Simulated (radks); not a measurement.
The numbers below are computed, except where a source is named.
Rb I, 37 electrons, occupied as [Ar] 3d10 4s2 4p5.5 5s1 4d0.5 (fractional occupations, a model configuration). Code: a radial shooting solver on a logarithmic mesh with Libxc functionals. Model: scalar-relativistic Kohn-Sham, PW91, spin-polarised, spherical densities, point nucleus; open shells are filled with parallel spins first (spin-orbit coupling, left out, can overturn this in heavy ions). Some entries of the table are withheld. Estimate them.

orbital  occ.  eigenvalue (hartree)  r(max) (bohr)
1s up       1             -552.6912        0.02629
1s down     1             -552.6893        0.02629
2s up       1             -73.92927         0.1496
2s down     1             -73.92784         0.1496
2p up       3             -65.56007         0.1196
2p down     3             -65.55812         0.1196
3s up       1             -11.06329         0.4509
3s down     1             -11.06066         0.4509
3p up       3              -8.37877         0.4463
3p down     3              -8.37586         0.4464
3d up       5              -3.93661         0.3930
3d down     5              -3.93317         0.3930
4s up       1                   (1)          1.256
4s down     1                   (2)          1.254
4p up       3              -0.67818            (3)
4p down   2.5              -0.65487            (4)
5s up       1              -0.11723          4.046
5p up       0              -0.04727          5.326
4d up     0.5              -0.02769          3.038
6s up       0              -0.01520          12.54

Answer. 
(1) 4s up eigenvalue (hartree): -1.27265
(2) 4s down eigenvalue (hartree): -1.25135
(3) 4p up r(max) (bohr): 1.416
(4) 4p down r(max) (bohr): 1.414
